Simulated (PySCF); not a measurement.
**Correlation energy of Mo²⁺ (molybdenum, charge +2)**

[Kr] 4d3 5p1, one real determinant (an excited configuration). All numbers are calculated (PySCF 2.14, scalar relativity through the core potential, in aug-cc-pVDZ-PP with ECP28MDF (5s5p4d2f, 54 functions)). Frozen: 4s2 4p6; 4 electrons correlated.

```
  level  correlation energy (mhartree)
   CCSD                         -25.63
    (T)                          -0.94
CCSD(T)                         -26.57
```

Diagnostics: T1 = 0.0070, D1 = 0.0170, largest double amplitude 0.139.

The real determinant used has ⟨L²⟩ near 14 against 20 for a pure G term, so it mixes terms.

Cost of the coupled-cluster step: roughly 1.4 core-seconds, for 4 correlated electrons.

The reference is one real determinant that mixes LS terms of this configuration.
